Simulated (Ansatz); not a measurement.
Reaction (formal exchange of groups at a C–N bond): `CC(C)[NH][In]([Cl])[Cl]` + `CC(=O)CC(C)=O` → `CC(=O)CC(=O)CC(C)C` + `[NH2][In]([Cl])[Cl]`

Computed with Ansatz on PBE0-D4/def2-TZVP structures; ΔE is electronic, products minus reactants. CBS: MP2 limit from def2 TZ/QZ plus the TZ coupled-cluster correction, frozen cores. Functionals use def2-TZVPP. def2 core potentials past Kr. For In outer-core shells are correlated without core-valence functions, which leaves a few kJ/mol of doubt a bond. Each species was taken in one conformer, which may not be the lowest.

Q: Is it downhill or uphill in electronic energy at CCSD(T)/CBS, and by how much? (An estimate is asked.)

A: Ansatz gave: Downhill: ΔE = -5.3 kcal/mol.

Q: What do these levels give: PBE-D4, r2SCAN-D4, ωB97X-V, ωB97M-V, r2SCAN, PBE0, MP2/def2-TZVPP, SCS-MP2/def2-TZVPP, CCSD/def2-TZVPP, MP2/def2-QZVPP, SCS-MP2/def2-QZVPP, CCSD/CBS(def2)? (An estimate is asked.)

A: Ansatz gave: PBE-D4 -4.3, r2SCAN-D4 -4.9, ωB97X-V -5.6, ωB97M-V -5.8, r2SCAN -4.7, PBE0 -5.3, MP2/def2-TZVPP -5.8, SCS-MP2/def2-TZVPP -5.7, CCSD/def2-TZVPP -5.8, MP2/def2-QZVPP -5.7, SCS-MP2/def2-QZVPP -5.6, CCSD/CBS(def2) -5.6 kcal/mol.

Largest T1 diagnostic among the species: 0.015.

From PBE to PBE0 (25 % exact exchange), in def2-TZVPP and without D4, ΔE moves by −0.9 kcal/mol.
